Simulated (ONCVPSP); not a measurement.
## u(r) = r·R(r): atom against pseudo-atom (W (Z = 74))

Columns: radius, all-electron u(r) and pseudo u(r) of the 5d shell (level -6.41 eV) of tungsten in the configuration [Kr] 4d10 4f14 5s2 5p6 5d4 6s1.5 6p0.5; PBE, non-relativistic, ONCV scheme, ONCVPSP 4.0.1.

```json
{"r (bohr)": "0.152", "all-electron": "0.1849", "pseudo": "0.0044"}
{"r (bohr)": "0.305", "all-electron": "-0.2636", "pseudo": "0.0339"}
{"r (bohr)": "0.458", "all-electron": "-0.3045", "pseudo": "0.1049"}
{"r (bohr)": "0.610", "all-electron": "-0.0483", "pseudo": "0.2177"}
{"r (bohr)": "0.762", "all-electron": "0.2459", "pseudo": "0.3587"}
{"r (bohr)": "0.915", "all-electron": "0.4814", "pseudo": "0.5056"}
{"r (bohr)": "1.068", "all-electron": "0.6387", "pseudo": "0.6337"}
{"r (bohr)": "1.220", "all-electron": "0.7278", "pseudo": "0.7252"}
{"r (bohr)": "1.372", "all-electron": "0.7662", "pseudo": "0.7734"}
{"r (bohr)": "1.525", "all-electron": "0.7694", "pseudo": "0.7809"}
{"r (bohr)": "1.678", "all-electron": "0.7493", "pseudo": "0.7584"}
{"r (bohr)": "1.830", "all-electron": "0.7154", "pseudo": "0.7197"}
{"r (bohr)": "1.982", "all-electron": "0.6737", "pseudo": "0.6748"}
{"r (bohr)": "2.135", "all-electron": "0.6280", "pseudo": "0.6282"}
{"r (bohr)": "2.288", "all-electron": "0.5815", "pseudo": "0.5815"}
{"r (bohr)": "2.440", "all-electron": "0.5360", "pseudo": "0.5360"}
{"r (bohr)": "2.592", "all-electron": "0.4923", "pseudo": "0.4923"}
{"r (bohr)": "2.745", "all-electron": "0.4506", "pseudo": "0.4506"}
{"r (bohr)": "2.898", "all-electron": "0.4115", "pseudo": "0.4115"}
{"r (bohr)": "3.050", "all-electron": "0.3754", "pseudo": "0.3754"}
{"r (bohr)": "3.202", "all-electron": "0.3419", "pseudo": "0.3419"}
{"r (bohr)": "3.355", "all-electron": "0.3108", "pseudo": "0.3108"}
{"r (bohr)": "3.508", "all-electron": "0.2822", "pseudo": "0.2822"}
{"r (bohr)": "3.660", "all-electron": "0.2562", "pseudo": "0.2562"}
{"r (bohr)": "3.812", "all-electron": "0.2323", "pseudo": "0.2323"}
{"r (bohr)": "3.965", "all-electron": "0.2104", "pseudo": "0.2104"}
```

Problem. How many radial nodes do the two functions have?

Solution. The all-electron 5d function has n − l − 1 = 2; the pseudo-wave has 0, since the states of the same l below it are removed with the core.

Problem. At about which radius was the pseudo-wave matched?

Solution. 2.40 bohr. The columns agree to 0.0005 from 2.13 bohr on; several derivatives are matched, so the curves merge somewhat inside the radius.

Problem. Is the pseudo-wave norm-conserving?

Solution. Yes: the ONCV scheme keeps the norm inside the radius equal to the all-electron one, which fixes the energy derivative of the logarithmic derivative at the level.
